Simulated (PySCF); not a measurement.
A calculated (UHF, PySCF 2.14, def2-SVP, the non-relativistic Hamiltonian (point nucleus)) atom or ion has these occupied shells.

```csv
shell,electrons,orbital energy (eV),"rms radius, mean of both spins (bohr)"
1s α,1,-2529.4,0.113
1s β,1,-2528.8,0.113
2s α,1,-271.10,0.518
2s β,1,-270.46,0.518
2p α,3,-208.23,0.491
2p β,3,-207.08,0.491
3s α,1,-48.443,1.72
3s β,1,-41.899,1.72
3p α,2,-34.610,1.96
```

(1) Name the element and its charge.

## Answers

(1) S²⁺ (sulfur, charge +2), in [Ne] 3s2 3p2, high-spin 3P determinant.
